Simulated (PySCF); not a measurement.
# Electronic structure of Os (osmium, neutral) at the UHF level

Configuration: [Xe] 4f14 5d8, high-spin 3F determinant (an excited configuration). Calculation: PySCF 2.14, in def2-QZVPPD with the def2 core potential (60 electrons) (7s5p4d4f2g, 88 functions); scalar relativity through the core potential.

| Quantity | Value |
| --- | --- |
| Total energy | -89.693122 hartree |
| One-electron energy | -157.2321 hartree |
| Hartree (Coulomb) energy | 76.4247 hartree |
| Exchange energy | -8.8857 hartree |
| ⟨S²⟩ | 2.0064 |
| ⟨L²⟩ | 12.051 |
| Sum of ⟨r⟩ | 25.01 bohr |
| Sum of ⟨r²⟩ | 48.98 bohr² |

```tsv
shell	electrons	mean orbital energy (hartree)	spread (hartree)	rms radius, mean of both spins (bohr)
5s α	1	-3.82849	0	1.10
5s β	1	-3.74058	0	1.10
5p α	3	-2.14342	0	1.29
5p β	3	-2.01515	0	1.29
5d α	5	-0.28443	0.03451	2.14
5d β	3	-0.22910	0	2.14
```

Energies and moments cover only the electrons outside the core potential. Spin-orbit coupling, absent here, splits the open shell strongly.
